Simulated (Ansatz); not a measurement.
# SnH2F (SMILES [F][SnH2]): the energy, rung by rung

SnH2F has 4 atoms, charge 0, and is taken as a doublet. As SMILES, `[F][SnH2]`. Geometry: relaxed at PBE0-D4/def2-TZVP.

```xyz
4

F    -1.5526   -0.1900    0.6407
Sn    0.0283   -0.2422   -0.4683
H     1.1841   -1.0544    0.5241
H     0.3957    1.4262   -0.7167
```

Each level gives the energy change with the Sn2–H4 bond stretched from 1.726 to 3.453 Å (eV). The values are calculated.

```tsv
level	kind	program	value (eV)	less FCI/STO-3G
UBLYP/STO-3G	GGA	Ansatz	3.50	+0.22
U-r2SCAN/STO-3G	meta-GGA	Ansatz	3.65	+0.37
UPBE0/STO-3G	global hybrid	Ansatz	3.61	+0.33
U-wB97X/STO-3G	range-separated hybrid	Ansatz	3.75	+0.47
UCAM-B3LYP/STO-3G	range-separated hybrid	Ansatz	3.74	+0.46
UB2PLYP/STO-3G	double hybrid	Ansatz	3.48	+0.20
RPA@PBE/STO-3G	RPA	Ansatz	3.18	-0.10
UCCSDT(Q)/STO-3G	coupled cluster or CI	Ansatz	3.26	-0.02
FCI/STO-3G	exact in the basis	Ansatz	3.28	0.00
```

FCI/STO-3G is exact within its basis and frozen core, so for wave-function methods in that basis the difference is their error; functionals converge differently with the basis, so for them it is only a difference. All-electron rows without a relativistic Hamiltonian named are non-relativistic. The first shape isn't each level's own minimum. The values span 3.18 to 3.75 eV. Spin contamination of the reference (⟨S²⟩ at least 0.1 too high) touches UCCSDT(Q)/STO-3G. All rows use very small basis sets, so even the best lies far from the true value. In the correlated wave-function rows the outer d shell of Sn is correlated, in sets not made for it.
